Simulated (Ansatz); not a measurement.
C$_{3}$H$_{7}$In (`C=[C](C)[InH2]`). The species carries charge 0 and has multiplicity 1. In takes the def2 core potential. The geometry is a stationary point of PBE0-D4/def2-TZVP.

```xyz
11

C     1.197    0.039   -0.966
C     0.112    0.046   -0.192
C    -1.181    0.633   -0.668
In    0.307   -0.823    1.763
H     2.145   -0.381   -0.643
H     1.183    0.461   -1.973
H    -1.983   -0.112   -0.660
H    -1.097    1.030   -1.686
H    -1.515    1.445   -0.014
H     1.857   -1.463    2.178
H    -1.026   -0.876    2.861
```

Task: What is the dipole moment at r2SCAN/def2-TZVPP? (An estimate is asked.)

Result: Ansatz gave: 0.79 D, with components (-0.40, 0.36, -0.58) D in this frame, pointing from negative to positive charge.

Task: And with PBE, B3LYP, ωB97M-V? (Best estimate.)

Result: Computed: PBE 0.82 D, B3LYP 0.75 D, ωB97M-V 0.64 D.

Task: Give the Mulliken charges with r2SCAN, ωB97M-V, PBE in def2-TZVPP. (Best estimate.)

Result: The calculation gave: 
```json
{"atom": "C1", "r2SCAN": "-0.15", "ωB97M-V": "-0.21", "PBE": "-0.19"}
{"atom": "C2", "r2SCAN": "-0.23", "ωB97M-V": "-0.23", "PBE": "-0.16"}
{"atom": "C3", "r2SCAN": "-0.10", "ωB97M-V": "-0.28", "PBE": "-0.21"}
{"atom": "In4", "r2SCAN": "0.50", "ωB97M-V": "0.43", "PBE": "0.43"}
{"atom": "H5", "r2SCAN": "0.08", "ωB97M-V": "0.10", "PBE": "0.10"}
{"atom": "H6", "r2SCAN": "0.05", "ωB97M-V": "0.08", "PBE": "0.07"}
{"atom": "H7", "r2SCAN": "0.05", "ωB97M-V": "0.11", "PBE": "0.09"}
{"atom": "H8", "r2SCAN": "0.03", "ωB97M-V": "0.09", "PBE": "0.07"}
{"atom": "H9", "r2SCAN": "0.05", "ωB97M-V": "0.11", "PBE": "0.09"}
{"atom": "H10", "r2SCAN": "-0.15", "ωB97M-V": "-0.10", "PBE": "-0.14"}
{"atom": "H11", "r2SCAN": "-0.15", "ωB97M-V": "-0.10", "PBE": "-0.14"}
```

B3LYP here is the variant with VWN-RPA as its local correlation; programs differ in this.
